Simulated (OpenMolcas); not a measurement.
Ni III: effect of correlating more closed shells

```yaml
Program: OpenMolcas
Basis: ANO-RCC-VDZP [5s4p2d1f]
Scalar_Hamiltonian: DKH2, point nucleus
Active_space: 8 electrons in 5 orbitals (3d)
State_averaging: 2S+1 = 3 even, 10 roots; 2S+1 = 1 even, 15 roots
Spin-orbit_coupling: state interaction with AMFI integrals over the reference wave functions, term energies averaged over their components
```

Methods on the same reference wave functions:
A. CASSCF
B. SS-CASPT2, IPEA 0.25 Eh, imaginary shift 0.1 Eh (closed shells correlated: none)
C. SS-CASPT2, IPEA 0.25 Eh, imaginary shift 0.1 Eh (closed shells correlated: 3s 3p)

Energies in cm⁻¹ above 3d⁸ ³F₄, the measured ground level; measured values from Corliss and Sugar, J. Phys. Chem. Ref. Data 10, 197 (1981).

```tsv
Level	A	B	C	Measured
3d⁸ ³F₄	0.0	0.0	0.0	0.0
3d⁸ ³F₃	1399	1399	1400	1361
3d⁸ ³F₂	2356	2350	2340	2270
3d⁸ ¹D₂	16787	15500	13740	14032
3d⁸ ³P₂	20399	18640	17970	16662
3d⁸ ³P₁	20790	18980	18410	16978
3d⁸ ³P₀	21067	19250	18680	17231
3d⁸ ¹G₄	26049	25260	24160	23109
3d⁸ ¹S₀	62648	56550	53410	52532
```

Deviations, from unrounded energies. A percentage is the sum of absolute deviations over the sum of measured energies, with the sign that they share, or ± where signs differ.

| Against measurement | Levels | A | B | C |
| --- | --- | --- | --- | --- |
| mean absolute deviation (cm-1) | 8 | 3400 | 1700 | 820 |
| fine structure of the ground term (%) | 2 | +3.4 | +3.3 | +2.9 |
| other terms of the ground configuration (%) | 6 | +19.4 | +9.7 | ±4.6 |

C lies closest to measurement on these levels and A furthest from it. The largest miss of C in the table is 3d⁸ ³P₀, by +1400 cm-1. The ranking rests on the paired levels alone, and a cruder setting can come out closer through cancelling errors.

Between B and C the level of the table that moves most is 3d⁸ ¹S₀, by 3100 cm-1 (lowest in C, highest in B). Moves below CASPT2's spread within the term are not significant.

The mean deviations of B to C differ by less than CASPT2's widest spread within a term (970 cm-1), so their order carries little weight.

From A to B the spin-free energies of the other terms of 3d⁸ shown, above ³F, scale by factors of 0.90 to 0.97, as is usual when dynamic correlation screens the repulsion within a d or f shell.

The lowest spin-free term lies below A's lowest term by 0.231 hartree in B, 0.464 hartree in C.

What an inner shell adds also hangs on whether the basis holds functions to correlate it.

CASPT2 does not keep the components of a term degenerate, so their means are used; among the terms shown or strongly mixed into the levels shown the widest spread is 970 cm-1 (3d⁸ ³F, C). Without dynamic correlation excited terms often stand tens of per cent too high (terms of higher spin than the ground term too low), and those without a measured partner can miss by more than the paired ones (holds for A). Some levels mix across a computed gap that differs much from the measured one, so their mixing is not that of the real levels (holds for A; C). Measured partners are found by configuration, term and J. A level has none where our copy of the source lacks it or the pairing is in doubt (some pairs that miss far off the trend of their configuration count as doubtful), and it then counts in no deviation. Levels of configurations outside the active space are missing.
